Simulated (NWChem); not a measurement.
System: CH7NOSi; SMILES CO[SiH2]N

```xyz
11

Si    -0.4224    -0.5288    -0.0002
N      0.4856    -1.9819     0.0003
O      0.5526     0.8277    -0.0006
C      0.0711     2.1389    -0.0006
H     -1.2697    -0.5081    -1.2321
H     -1.2699    -0.5072     1.2316
H      0.9883    -2.2623     0.8349
H      0.9882    -2.2629    -0.8340
H     -0.5435     2.3613    -0.8941
H     -0.5430     2.3615     0.8932
H      0.9243     2.8354    -0.0009
```
Atoms are numbered in this order, from 1.

Program: NWChem. Pople sets run with spherical d functions. Coordinates come from a PBE0/def2-SVP optimisation. Level: PBE0/6-31+G*; rows give the wavelength of the field.

**Question.** Order these by “anisotropy (bohr³)”, lowest first: 589 nm; 400 nm; static.

**Answer.** static (11.3), 589 nm (11.9), 400 nm (12.6)
